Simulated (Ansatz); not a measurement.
Geometry optimisation, RKS r2SCAN/def2-SVP (Ansatz).

The input (input.yaml):

```yaml
crystal:
  periodic: [false, false, false]
  atoms:
    - { symbol: C, position_ang: [0.14, 0.9985, -0.6455] }
    - { symbol: B, position_ang: [-0.2924, -0.3996, -0.1074] }
    - { symbol: "N", position_ang: [-0.0569, -0.7506, 1.337] }
    - { symbol: Cl, position_ang: [-1.0002, -1.6148, -1.2429] }
    - { symbol: H, position_ang: [0.8227, 0.9334, -1.5048] }
    - { symbol: H, position_ang: [0.5421, 1.6694, 0.1514] }
    - { symbol: H, position_ang: [-0.7957, 1.5513, -1.027] }
    - { symbol: H, position_ang: [-0.2862, -1.7245, 1.4913] }
    - { symbol: H, position_ang: [1.0151, -0.7096, 1.5308] }
basis:
  gaussian: { orbitals: def2-SVP }
hamiltonian:
  xc: r2scan
relax:
  f_tol: 0.015
  max_steps: 40
```

Run as:

```bash
$ ansatz run input.yaml --threads 2 --pin off --max-ram 3072MiB --backend cpu --events-out ev --progress --plain --runs-dir out
```

**Question.** Where does it end, and by what steps?

**Answer.** The run converged. After 9 steps the energy has fallen by 0.704 eV; H9 moved furthest, 0.58 Å.

| step | energy less start (eV) | largest force component (eV/Å) | accepted |
| --- | --- | --- | --- |
| 0 | 0.0000 | 2.405 | yes |
| 1 | -0.3125 | 2.354 | yes |
| 2 | -0.6058 | 0.411 | yes |
| 3 | -0.6725 | 0.378 | yes |
| 4 | -0.6967 | 0.147 | yes |
| 5 | -0.7023 | 0.073 | yes |
| 6 | -0.7035 | 0.028 | yes |
| 7 | -0.7037 | 0.038 | yes |
| 8 | -0.7037 | 0.045 | yes |
| 9 | -0.7038 | 0.001 | yes |

```xyz
9
Properties=species:S:1:pos:R:3
C 0.145 0.998 -0.648
B -0.224 -0.436 -0.132
N 0.119 -0.924 1.129
Cl -1.145 -1.542 -1.210
H 0.746 0.931 -1.570
H 0.706 1.598 0.086
H -0.768 1.553 -0.923
H -0.127 -1.853 1.448
H 0.637 -0.372 1.802
```

Whether the end is a true minimum wasn't checked by a vibrational analysis.

The run took 26 s on 2 threads of Arm Neoverse V1, with other jobs on the host, peak memory 0.16 GiB.
